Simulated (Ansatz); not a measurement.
Cost and result for the atomization energy of C2H3FSi (`F[SiH]1C=C1`) (7 atoms, 7 bonds).

```xyz
7

F     2.0725    0.0396   -0.8001
Si    0.8642    0.0872    0.2402
C    -0.7748    0.6002   -0.2295
C    -0.6859   -0.7338   -0.0652
H     1.4839    0.2909    1.5598
H    -1.5740    1.2692   -0.5263
H    -1.3859   -1.5533   -0.1788
```

The species carries charge 0 and has multiplicity 1. The geometry is a stationary point of PBE0-D4/def2-TZVP. Program: Ansatz. All runs use 2 threads of an Intel Xeon 6975P-C on a shared host. Times are those of one run each, without the atoms' runs, and a repeat can differ threefold. Electronic energies, without spin–orbit coupling; frozen cores. CCSD(T)/CBS adds CCSD(T) − MP2 in def2-TZVPP to the MP2 limit, and its time is that of the two runs behind it. T1 = 0.012. B3LYP takes the VWN-RPA correlation (the form of Gaussian; ORCA's B3LYP/G). HSE06 is the plane-wave form, built on full-range PBE exchange.

CCSD(T)/CBS is a level of theory with its own doubt, some kJ/mol a heavy atom from the limit and from the frozen cores, so smaller differences don't rank the functionals.

| level | functions | wall time | atomization (kcal/mol) | difference from CCSD(T)/CBS | per bond |
| --- | --- | --- | --- | --- | --- |
| revPBE-D4/def2-TZVPP | 177 | 1 s | 671.9 | -3.4 | -0.5 |
| BLYP-D4/def2-TZVPP | 177 | 1 s | 672.3 | -3.0 | -0.4 |
| CCSD(T)/def2-SVP | 75 | 1.1 s | 632.0 | -43.3 | -6.2 |
| HSE06-D4/def2-TZVPP | 177 | 1.4 s | 677.1 | 1.8 | 0.3 |
| CAM-B3LYP-D4/def2-TZVPP | 177 | 1.5 s | 676.0 | 0.7 | 0.1 |
| B3LYP-D4/def2-TZVPP (with forces) | 177 | 1.8 s | 672.0 | -3.3 | -0.5 |
| r2SCANh-D4/def2-TZVPP | 177 | 1.9 s | 673.0 | -2.3 | -0.3 |
| B97M-V/def2-TZVPP | 177 | 3.4 s | 679.7 | 4.4 | 0.6 |
| ωB97X-V/def2-TZVPP | 177 | 3.4 s | 676.8 | 1.5 | 0.2 |
| ωB97M-V/def2-TZVPP (with forces) | 177 | 4.2 s | 677.5 | 2.2 | 0.3 |
| MP2/def2-QZVPP | 331 | 8 s | 686.4 | 11.1 | 1.6 |
| CCSD(T)/def2-TZVPP | 177 | 12 s | 656.0 | -19.3 | -2.8 |
| CCSD(T)/CBS(def2) | – | 20 s | 675.3 | 0.0 | 0.0 |

The D4 term adds +4.8 kcal/mol with B3LYP and +2.4 kcal/mol with PBE0; it sums over pairs of atoms, weighted by their polarisabilities, and B3LYP, whose exchange is more repulsive, gets the larger term. Leaving LDA and LC-ωPBE aside and taking each functional with its dispersion term where it has one, the values, not all of them listed here, spread over 39.3 kcal/mol, from BHLYP-D4 to PBE-D4. LDA lies +86.7 kcal/mol from PBE without D4, its usual overbinding. From BLYP to BHLYP (50 % exact exchange), in def2-TZVPP and without D4, the atomization energy moves by −18.1 kcal/mol: exact exchange takes away binding that semilocal exchange gives to molecules.
